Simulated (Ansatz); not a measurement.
`C=NB(C)[SiH3]` and `C=NB[SiH3]` differ in one atom or group.

Ansatz, PBE0-D4/def2-TZVP geometries, multiplicity 1. Each molecule was computed in one conformer, which needn't be the lowest.

```tsv
property	`C=NB(C)[SiH3]`
size of the dipole moment (ωB97M-V/def2-TZVPP) / D	2.39
LUMO energy (ωB97M-V/def2-TZVPP) / eV	1.14
LUMO energy (PBE0/def2-TZVPP) / eV	-0.95
HOMO–LUMO gap (PBE0/def2-TZVPP) / eV	6.54
HOMO energy (PBE/def2-TZVPP) / eV	-6.42
HOMO–LUMO gap (ωB97M-V/def2-TZVPP) / eV	10.68
```

Task: Give the same properties after the change, and the shifts. (Best estimate.)

Result: The calculation gave: 
```tsv
property	`C=NB[SiH3]`	shift
size of the dipole moment (ωB97M-V/def2-TZVPP) / D	2.56	0.17
LUMO energy (ωB97M-V/def2-TZVPP) / eV	1.05	-0.09
LUMO energy (PBE0/def2-TZVPP) / eV	-1.06	-0.11
HOMO–LUMO gap (PBE0/def2-TZVPP) / eV	6.65	0.11
HOMO energy (PBE/def2-TZVPP) / eV	-6.63	-0.21
HOMO–LUMO gap (ωB97M-V/def2-TZVPP) / eV	10.81	0.13
```

With PBE0 the HOMO falls by 0.21 eV and the LUMO falls by 0.11 eV, so the gap widens by about 0.10 eV. PBE moves the HOMO by -0.21 eV and ωB97M-V by -0.22 eV. Dipoles are sizes alone; their direction can turn.
